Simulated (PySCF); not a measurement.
Species: C8H10 (charge +1 and doublet state).
Cartesian coordinates in Å at the GFN2-xTB level; atoms count from 1:
```
atom  x, y, z in Å
C1    -3.6289   -1.0311   -0.2021
C2    -2.4329   -0.5982   -0.0848
C3    -1.1888   -0.1251    0.0405
C4    -0.9256    1.3194    0.2206
C5    -0.0348   -1.0699   -0.0022
C6     1.2580   -0.4684    0.1414
C7     2.3548    0.0329    0.2606
C8     3.6540    0.6032    0.3992
H9    -4.2319   -1.3319    0.6448
H10   -4.1304   -1.1249   -1.1568
H11   -0.3700    1.4779    1.1479
H12   -0.2764    1.6771   -0.5824
H13   -1.8413    1.9027    0.2375
H14   -0.0618   -1.6381   -0.9445
H15   -0.1615   -1.8399    0.7739
H16    3.5931    1.6823    0.5338
H17    4.2505    0.3814   -0.4882
H18    4.1652    0.1568    1.2548
```

The hyperfine couplings belong to this conformer and change with its torsions.

As a line formula: `[CH2+][C]=C(CC#CC)C` [radical] (charge +1).

Method used: PySCF 2.14.0, UKS B3LYP, pcH-1 on C H, non-relativistic, mean-field spin-orbit, GIAO. The structure is a single GFN2-xTB conformer in the gas phase; no vibrational or solvent corrections. The geometry wasn't refined by DFT: couplings that depend on bond lengths, twists or pyramidal angles can differ widely from those at the functional's own minimum, by a factor of two or more for some ions and for spin on atoms past the first row. Stability of the SCF solution: not tested.

**Question.** Where do the isotropic ENDOR lines of H14/H15, H9/H10, H11/H12/H13 and H16/H17/H18 fall at 345.7 mT, to first order?

**Answer.** For S = 1/2 in fast tumbling each set of equivalent nuclei gives two lines, ν± = |νn ± a/2| to first order, with νn = g_N μN B/h and μN/h = 7.62259 MHz/T.

| nuclei | isotope | g_N | νn (MHz) | a_iso (MHz) | lower line (MHz) | upper line (MHz) |
| --- | --- | --- | --- | --- | --- | --- |
| H14/H15 | 1H | 5.5857 | 14.72 | 154.00 | 62.28 | 91.72 |
| H9/H10 | 1H | 5.5857 | 14.72 | 92.83 | 31.70 | 61.14 |
| H11/H12/H13 | 1H | 5.5857 | 14.72 | 45.84 | 8.20 | 37.64 |
| H16/H17/H18 | 1H | 5.5857 | 14.72 | 27.93 | 0.75 | 28.69 |

**Question.** Which pairs are centred on the nuclear Larmor frequency, and which on half the coupling?

**Answer.** Centred on νn, since |a| < 2νn: H16/H17/H18. Centred on |a|/2 and split by 2νn: H14/H15, H9/H10 and H11/H12/H13.

**Question.** At what field would the lower line of H16/H17/H18 fall to zero frequency?

**Answer.** Where νn = |a|/2, that is B = 13.97 MHz/(5.5857 × 7.62259 MHz/T) = 328 mT, as far as first order holds there.

Class means assume fast exchange of nuclei equivalent by connectivity; if that motion is slow, each nucleus keeps its own coupling. The three 1H nuclei of mean +45.8 MHz run from -1.0 to 69.4 MHz in the frozen geometry. The three 1H nuclei of mean +27.9 MHz run from -0.4 to 43.0 MHz in the frozen geometry.

The largest Mulliken spin populations are on C2 (+0.33), C3 (+0.22), C7 (+0.18) and C6 (+0.09). Three atoms exceed +0.15.
